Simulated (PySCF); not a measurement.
# Computed properties of IrO4, SMILES [O]=[Ir+]1(=[O])[O][O]1, charge +1, multiplicity 1

IrO4, SMILES [O]=[Ir+]1(=[O])[O][O]1, charge +1, multiplicity 1. Geometry optimised at B3LYP-D3(BJ)/def2-SVP. The multiplicity is an assumed one; other spin states were not compared. The def2 effective core potentials stand for the cores of Ir; spin–orbit coupling is left out. Other conformers were not sampled. All values are computed for the isolated molecule unless a solvent is named; none is compared with measurement here.

**Structure.** The optimised structure has C2v symmetry. All 9 harmonic modes at B3LYP-D3(BJ)/def2-SVP (PySCF) are real, so it is a minimum. With heavy atoms numbered as in [Ir+:1]1(=[O:4])(=[O:5])[O:2][O:3]1, the shortest bond between them is O2–O3 at 1.377 Å and the longest Ir1–O2 at 1.905 Å.

**Vibrations.** The strongest infrared lines (harmonic, unscaled, degenerate partners summed) lie at 1022 cm⁻¹ (74 km/mol, O 97 %), 1004 cm⁻¹ (67 km/mol, O 89 %, Ir 11 %), 278 cm⁻¹ (3 km/mol, O 93 %). The softest mode is at 211 cm⁻¹ and the zero-point energy is 7.6 kcal/mol.

**Electronic structure.** ωB97X/def2-TZVP (PySCF) places the frontier levels at -18.20 and -10.32 eV, a gap of 7.88 eV and a mean polarisability of 43.3 bohr³. PBE/def2-TZVP (PySCF) at the same geometry gives -14.40 and -12.74 eV, so its gap is 6.22 eV narrower. An orbital gap is neither the optical nor the fundamental gap.

**Excitations.** TDA-B3LYP/def2-SVPD (PySCF) has S1 at 2.39 eV (519 nm, f = 0.000, dark); the most intense of the 10 singlets computed lies at 2.69 eV (f = 0.02). T1 (TDA) is at 1.18 eV, 1.21 eV under S1.
